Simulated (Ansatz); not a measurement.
```yaml
crystal:
  periodic: [false, false, false]
  atoms:
    - {symbol: Sn, position_ang: [0.053450, -3.822216, 0.048767]}
    - {symbol: Sn, position_ang: [0.152932, -0.168379, -3.579479]}
    - {symbol: Sn, position_ang: [-3.586137, -0.157581, 0.155505]}
    - {symbol: Sn, position_ang: [0.046526, -0.041203, 3.823425]}
    - {symbol: Sn, position_ang: [0.150953, 3.577758, 0.158541]}
    - {symbol: Sn, position_ang: [3.821112, -0.037426, 0.040416]}
    - {symbol: Sn, position_ang: [-1.755631, -1.889537, -1.745997]}
    - {symbol: Sn, position_ang: [1.682466, -1.671900, 1.678887]}
    - {symbol: Sn, position_ang: [1.872708, 1.751404, -1.755972]}
    - {symbol: Sn, position_ang: [-1.758410, 1.749422, 1.883865]}
    - {symbol: H, position_ang: [1.284370, -4.896634, -0.985670]}
    - {symbol: H, position_ang: [-0.962977, -4.914064, 1.279107]}
    - {symbol: H, position_ang: [1.300988, -1.316655, -4.632217]}
    - {symbol: H, position_ang: [-0.947798, 0.928765, -4.733701]}
    - {symbol: H, position_ang: [-4.660510, -1.293245, 1.295465]}
    - {symbol: H, position_ang: [-4.715997, 0.951095, -0.959170]}
    - {symbol: H, position_ang: [-0.975890, -1.271449, 4.910055]}
    - {symbol: H, position_ang: [1.272167, 0.992841, 4.904036]}
    - {symbol: H, position_ang: [-0.950743, 4.725049, -0.944772]}
    - {symbol: H, position_ang: [1.296014, 4.635055, 1.305375]}
    - {symbol: H, position_ang: [4.902887, -1.264927, -0.990077]}
    - {symbol: H, position_ang: [4.906153, 0.993941, 1.264137]}
    - {symbol: H, position_ang: [-2.798777, -3.157890, -2.790396]}
    - {symbol: H, position_ang: [3.131081, 2.799950, -2.807333]}
    - {symbol: H, position_ang: [-2.802487, 2.795027, 3.150436]}
basis:
  gaussian: {orbitals: STO-3G}
total_charge: 1
hamiltonian: {xc: {name: BHLYP}, dispersion: d3bj}
scf: {omitted_lower_state_checks: [starts]}
output: {forces: true}
```

```sh
$ ansatz run in.yaml --threads 2 --pin off --events-out ev --progress --plain --max-ram 22528MiB --backend cuda --devices 0, --max-vram 18GiB
```

Shortened log:

```
Functional definition: BHLYP
3788 factors; integrals over basis functions are off by at most 3.0e-5 eV
mean field evaluation 1: about -1623534.8522 eV, gradient 2.0e1 eV
mean field evaluation 2: about -1623536.8716 eV, gradient 1.2e1 eV
mean field evaluation 4: about -1623537.7332 eV, gradient 1.6e0 eV
mean field evaluation 8: about -1623537.1654 eV, gradient 6.9e-1 eV
mean field evaluation 16: about -1623537.1691 eV, gradient 3.2e-5 eV
mean field -1623537.16906628 eV, -59663.8904901676 hartree, gradient 3.2e-5 eV, S^2 0.000000; 0 other end points of the search recorded, 0 dependent functions left out
reference -1623537.16937621 eV, -59663.8905015572 hartree; 257, 257 occupied and 28, 28 virtual orbitals, 3788 factors
Total energy: -1623539.55164172 eV, -59663.9780482001 hartree
Atom 0 at     0.053450    -3.822216     0.048767 Å, force     0.024305    -0.538610     0.004784 eV/Å
Atom 1 at     0.152932    -0.168379    -3.579479 Å, force    -0.151855     0.152786    -0.837524 eV/Å
Atom 2 at    -3.586137    -0.157581     0.155505 Å, force    -0.828202     0.176963    -0.178610 eV/Å
Atom 3 at     0.046526    -0.041203     3.823425 Å, force     0.010632    -0.010999     0.538829 eV/Å
Atom 4 at     0.150953     3.577758     0.158541 Å, force    -0.160631     0.834529    -0.160219 eV/Å
Atom 5 at     3.821112    -0.037426     0.040416 Å, force     0.535587    -0.012983     0.000284 eV/Å
Atom 6 at    -1.755631    -1.889537    -1.745997 Å, force    -0.289125    -1.162261    -0.317358 eV/Å
Atom 7 at     1.682466    -1.671900     1.678887 Å, force    -0.869557     0.859403    -0.867765 eV/Å
Atom 8 at     1.872708     1.751404    -1.755972 Å, force     1.168656     0.307158    -0.307423 eV/Å
Atom 9 at    -1.758410     1.749422     1.883865 Å, force    -0.290318     0.313688     1.164081 eV/Å
Atom 10 at     1.284370    -4.896634    -0.985670 Å, force    -2.221038     1.970686     2.001669 eV/Å
Atom 11 at    -0.962977    -4.914064     1.279107 Å, force     1.965821     2.005037    -2.221360 eV/Å
Atom 12 at     1.300988    -1.316655    -4.632217 Å, force    -2.118054     2.120544     1.942411 eV/Å
Atom 13 at    -0.947798     0.928765    -4.733701 Å, force     2.055288    -2.050489     2.092167 eV/Å
Atom 14 at    -4.660510    -1.293245     1.295465 Å, force     1.981205     2.095450    -2.105298 eV/Å
Atom 15 at    -4.715997     0.951095    -0.959170 Å, force     2.041999    -2.071946     2.084718 eV/Å
Atom 16 at    -0.975890    -1.271449     4.910055 Å, force     1.979032     2.220409    -1.994407 eV/Å
Atom 17 at     1.272167     0.992841     4.904036 Å, force    -2.210771    -2.000312    -1.982843 eV/Å
Atom 18 at    -0.950743     4.725049    -0.944772 Å, force     2.057208    -2.075863     2.063878 eV/Å
Atom 19 at     1.296014     4.635055     1.305375 Å, force    -2.112008    -1.948832    -2.119171 eV/Å
Atom 20 at     4.902887    -1.264927    -0.990077 Å, force    -1.982955     2.214016     1.995288 eV/Å
Atom 21 at     4.906153     0.993941     1.264137 Å, force    -1.990334    -1.994914    -2.207224 eV/Å
Atom 22 at    -2.798777    -3.157890    -2.790396 Å, force     1.898920     2.412331     1.904647 eV/Å
Atom 23 at     3.131081     2.799950    -2.807333 Å, force    -2.393928    -1.910910     1.917530 eV/Å
Atom 24 at    -2.802487     2.795027     3.150436 Å, force     1.900123    -1.904881    -2.411083 eV/Å
Dipole moment:     0.626367    -0.630121     0.635539 e Å
Checks for a lower state left out: starts
```

Run time 14 s (2 threads of AMD EPYC 7R13 on a shared host and a share (18 GiB) of an NVIDIA H100 80GB HBM3), peak host memory 3.7 GiB.

The dipole of an ion depends on the origin.
